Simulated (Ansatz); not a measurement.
Molecule: 4-fluoro-1,3-dioxole, C$_{3}$H$_{3}$FO$_{2}$ (charge 0, singlet). 
Structure (B3LYP-D3(BJ)/def2-TZVP (Ansatz, a first-principles code) minimum search):
SMILES: FC1=COCO1
```xyz
9

F      1.8074    -0.9228     0.0089
C      0.6831    -0.2434     0.0040
C      0.4343     1.0462     0.1720
O     -0.9358     1.2561    -0.0199
C     -1.4902    -0.0489     0.0660
O     -0.4372    -0.9683    -0.2724
H      1.0694     1.8915     0.3512
H     -1.8082    -0.2534     1.0981
H     -2.3064    -0.1575    -0.6433
```
Charge 0, spin multiplicity 1.

Quantity: atomisation energy (electronic, to ground-state atoms), in eV. Cores are frozen in the correlated levels unless marked. Open shells are spin-unrestricted. No spin-orbit coupling. No relativistic terms. The coupled-cluster limit lacks core correlation, which all-electron functionals hold. CBS marks a two-point X^-3 extrapolation of the correlation energy; Hartree-Fock from the larger set. The bracket is a focal-point correction in the basis named.

| level | program | atomisation energy (eV) |
|---|---|---|
| HF/cc-pVDZ | Ansatz | 25.83 |
| r2SCAN/def2-TZVPD | Ansatz | 40.19 |

Question: Estimate the value at RI-MP2/CBS(cc-pVTZ,cc-pVQZ)+[CCSD(T)-MP2]/cc-pVTZ as computed with Ansatz.

Answer: 39.90 eV, so r2SCAN/def2-TZVPD differs from it by 0.29 eV.
